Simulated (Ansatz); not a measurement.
Reaction (ligand exchange at the In–C bond): `[CH3][InH][CH2]F` + HI → `F[CH2][InH][I]` + CH₄

Gas-phase electronic energies from Ansatz, PBE0-D4/def2-TZVP geometries. CCSD(T)/CBS adds triple-zeta CCSD(T) − MP2 to the extrapolated MP2 energy (def2 sets, frozen cores). This one scheme is used for every species. Functionals use def2-TZVPP. Elements past krypton have def2 core potentials. For I, In outer-core shells are correlated without core-valence functions, which leaves a few kJ/mol of doubt a bond. Each species was taken in one conformer, which may not be the lowest.

| level | ΔE (kcal/mol) |
| --- | --- |
| PBE0-D4 | -45.7 |
| r2SCAN | -46.3 |

**Question.** What does CCSD(T)/CBS give? (Best estimate.)

**Answer.** Ansatz gave: -45.5 kcal/mol. The listed levels differ from it by -0.2, -0.8 kcal/mol.

Largest T1 diagnostic among the species: 0.012.

In def2-TZVPP, CCSD(T) changes the Hartree–Fock value by +7.0 kcal/mol (the triples alone add +0.3 kcal/mol) and MP2 by +5.2 kcal/mol. From PBE to PBE0 (25 % exact exchange), in def2-TZVPP and without D4, ΔE moves by −1.2 kcal/mol.
